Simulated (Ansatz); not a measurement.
Reaction (ligand exchange at a Zr–S bond): `[OH][Zr]([F])([F])[SH]` + HBr → `[OH][Zr]([F])([F])[Br]` + H₂S

Isolated molecules relaxed with PBE0-D4/def2-TZVP in Ansatz; ΔE leaves out vibrations. CCSD(T)/CBS is the MP2 limit (def2-TZVPP, def2-QZVPP) plus CCSD(T) − MP2 in def2-TZVPP, frozen cores. This one scheme is used for every species. Functionals use def2-TZVPP. B3LYP here is the variant with VWN-RPA as its local correlation; programs differ in this. HSE06 is defined as in plane-wave codes. Elements past krypton have def2 core potentials. For Br, Zr outer-core shells are correlated without core-valence functions, which leaves a few kJ/mol of doubt a bond. Scalar relativity is left out up to krypton. One conformer a species, not always the lowest.

```tsv
level	ΔE (kJ/mol)	difference from CCSD(T)/CBS
LDA (SPW92)	-64.8	8.8
revPBE-D4	-65.4	8.2
BLYP-D4	-67.9	5.7
r2SCAN-D4	-71.7	1.9
PBE0-D4	-70.4	3.2
B3LYP-D4	-71.7	1.9
r2SCANh-D4	-72.7	0.9
r2SCAN0-D4	-74.1	-0.5
HSE06-D4	-70.5	3.1
BHLYP-D4	-77.7	-4.1
CAM-B3LYP-D4	-73.7	-0.1
ωB97X-V	-74.0	-0.4
ωB97M-V	-73.3	0.3
B2PLYP	-74.1	-0.5
PBE-QIDH	-74.5	-0.9
PBE	-66.7	6.9
revPBE	-67.3	6.3
BLYP	-69.6	4.0
r2SCAN	-72.0	1.6
PBE0	-71.1	2.5
B3LYP	-73.0	0.6
r2SCANh	-73.0	0.6
r2SCAN0	-74.4	-0.8
BHLYP	-78.3	-4.7
CAM-B3LYP	-74.4	-0.8
LC-ωPBE	-73.0	0.6
RPA@PBE/def2-TZVPP	-71.0	2.6
HF/def2-SVP	-83.2	-9.6
MP2/def2-SVP	-78.2	-4.6
CCSD/def2-SVP	-76.6	-3.0
CCSD(T)/def2-SVP	-75.3	-1.7
HF/def2-TZVPP	-86.9	-13.3
MP2/def2-TZVPP	-74.1	-0.5
CCSD/def2-TZVPP	-74.9	-1.3
CCSD(T)/def2-TZVPP	-72.6	1.0
HF/def2-QZVPP	-87.0	-13.4
MP2/def2-QZVPP	-74.7	-1.1
SCS-MP2/def2-QZVPP	-75.4	-1.8
HF/CBS(def2)	-87.0	-13.4
MP2/CBS(def2)	-75.0	-1.4
CCSD(T)/CBS	-73.6	0
```

**Question.** What do rigid-rotor, harmonic-oscillator terms from PBE0-D4/def2-TZVP frequencies (298.15 K, 1 bar) make of the CCSD(T)/CBS value? (An estimate is asked.)

**Answer.** Ansatz gave: ΔZPE = +3.6 kJ/mol, ΔH = -70.8 kJ/mol, ΔS = -1 J/(mol·K), ΔG = -70.6 kJ/mol.

Largest T1 diagnostic among the species: 0.017.

From BLYP to BHLYP (50 % exact exchange), in def2-TZVPP and without D4, ΔE moves by −8.8 kJ/mol. Leaving LDA and LC-ωPBE aside and taking each functional with its dispersion term where it has one, the values spread over 12.3 kJ/mol, from BHLYP-D4 to revPBE-D4.
